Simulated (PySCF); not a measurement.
Compound: C5H9NO2Si.
Cartesian coordinates in Å at the GFN2-xTB level; atoms count from 1:
```xyz
18
C5H9NO2Si angstrom
Si     2.884    0.284    1.274
C      1.595    0.432   -0.119
O      1.077   -0.879   -0.285
C      0.016   -0.972   -1.206
C     -1.244   -0.380   -0.664
N     -1.527    0.881   -0.552
C     -2.749    0.924    0.054
C     -3.159   -0.349    0.285
O     -2.201   -1.184   -0.169
H      3.455    1.615    1.503
H      2.220   -0.201    2.482
H      3.930   -0.648    0.855
H      2.031    0.778   -1.066
H      0.790    1.131    0.134
H     -0.141   -2.039   -1.386
H      0.280   -0.464   -2.145
H     -3.228    1.855    0.271
H     -4.038   -0.776    0.722
```

Probes without a nucleus sit at each ring's centroid and 1 Å off its mean plane on both sides; NICS is minus the shielding there, NICSzz its component along the normal. Level: GIAO PBE0/pcSseg-1 (PySCF, non-relativistic, gas phase) on the GFN2-xTB geometry, one conformer.

Ring bond lengths (Å), with Mayer bond orders in brackets: C5–N6 1.297 (1.62), N6–C7 1.365 (1.28), C7–C8 1.358 (1.63), C8–O9 1.349 (1.07), O9–C5 1.344 (1.09).

Question: Give the NICS values of each ring in ppm.

Answer: 
```csv
ring,type,NICS(0),"NICS(1), two faces","NICS(1)zz, two faces",rms pucker (Å),"centre to ring atoms, mean (Å)"
C5–N6–C7–C8–O9,5-membered ring with N and O; formal bonds all aromatic,-11.8,-10.8 / -10.6,-29.0 / -27.7,0.00,1.14
```

Question: What can be read from them?

Answer: 
- C5–N6–C7–C8–O9: mean NICS(1)zz -28.4 ppm, shielded. The ring is flat and has no four-coordinate atom; by the NICS criterion it is aromatic.

Question: How equal are the bonds by HOMA? Use HOMA with the parameters of Krygowski (1993).

Answer: 
- C5–N6–C7–C8–O9: HOMA 0.49; the largest term is that of C8–O9, α(R − Ropt)² = 1.12.

Question: At the second NICS(1) probe listed for ring C5–N6–C7–C8–O9, 1 Å off the ring, what do the in-plane components average?

Answer: The isotropic value is a third of the trace: (3 × -10.6 − (-27.7))/2 = -2.0 ppm.

Question: Give the inner angles of the rings and the Hirshfeld charges of the ring atoms.

Answer: 
- C5–N6–C7–C8–O9: C5 113.2° (+0.127 e), N6 105.3° (-0.183 e), C7 108.5° (-0.035 e), C8 107.9° (+0.002 e), O9 105.1° (-0.058 e); sum 540.0° against 540° for a flat convex ring.

Question: What are the shieldings of the ring atoms and their hydrogens in the same run (means over atoms taken as equivalent)?

Answer: 
```
atoms                          environment  σ isotropic (ppm)
   C5          substituted aromatic carbon               21.5
   N6               pyridine-type nitrogen              -31.5
   C7  aromatic CH next to a ring nitrogen               51.1
   C8    aromatic CH next to a ring oxygen               42.7
   O9                    furan-type oxygen                8.4
  H17                    aromatic hydrogen              24.25
  H18                    aromatic hydrogen              23.99
```

Time: 20 s wall; peak memory 0.92 GiB. Hardware: an AMD EPYC 9B45 with one thread (shared host). This is the whole shielding run at PBE0/pcSseg-1, SCF included.
